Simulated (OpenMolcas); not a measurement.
## Ionisation energies of oxygen

| Item | Value |
| --- | --- |
| Program | OpenMolcas 26.06 |
| Basis | ANO-R3 [4s4p2d1f] |
| Scalar Hamiltonian | X2C, finite nucleus |
| Spin-orbit coupling | state interaction with AMFI integrals over the reference wave functions, term energies averaged over their components |

Active shells in each charge state: the valence s, p shells, with orbitals averaged over the low states. Where CASPT2's correlated closed shells are named, they are those of the first ion.

A. CASSCF
B. SS-CASPT2, IPEA 0.25 Eh, imaginary shift 0.1 Eh (closed shells correlated: 1s)
C. SS-CASPT2, IPEA 0 Eh, imaginary shift 0.1 Eh (closed shells correlated: 1s)

Energies in eV between the lowest computed levels (charge -1 gives the electron affinity), named as in B; reference values from the NIST Atomic Spectra Database with their kind.

| From | To | A | B | C | Spin-orbit share in B | Reference |
| --- | --- | --- | --- | --- | --- | --- |
| O- 2s² 2p⁵ ²P°_3/2 | O 2s² 2p⁴ ³P₂ | -0.744 | 0.939 | 0.894 | -0.002 |  |
| O 2s² 2p⁴ ³P₂ | O+ 2s² 2p³ ⁴S°_3/2 | 11.877 | 13.261 | 13.243 | +0.009 | 13.618 (measured) |
| O+ 2s² 2p³ ⁴S°_3/2 | O2+ 2s² 2p² ³P₀ | 33.927 | 34.998 | 35.059 | -0.026 | 35.121 (measured) |
| O2+ 2s² 2p² ³P₀ | O3+ 2s² 2p ²P°_1/2 | 53.710 | 54.700 | 54.754 | -0.004 | 54.936 (semi-empirical) |
| O3+ 2s² 2p ²P°_1/2 | O4+ 2s² ¹S₀ | 76.095 | 77.077 | 77.125 | +0.030 | 77.413 (measured) |
| O4+ 2s² ¹S₀ | O5+ 2s ²S_1/2 | 113.784 | 113.828 | 113.828 | +0.000 | 113.899 (measured) |
| O5+ 2s ²S_1/2 | O6+ 1s² ¹S₀ | 137.968 | 138.020 | 138.020 | +0.000 | 138.119 (semi-empirical) |

Error against the reference values, in %:

```
From       Reference      A     B     C
   O        measured  -12.8  -2.6  -2.8
  O+        measured   -3.4  -0.4  -0.2
 O2+  semi-empirical   -2.2  -0.4  -0.3
 O3+        measured   -1.7  -0.4  -0.4
 O4+        measured   -0.1  -0.1  -0.1
 O5+  semi-empirical   -0.1  -0.1  -0.1
```

Mean absolute error over the 4 measured values: A 1.09 eV, B 0.22 eV, C 0.20 eV.

No diffuse functions were added, so the electron affinity comes out too small, and without dynamic correlation a bound anion can come out unbound.

° marks odd parity.
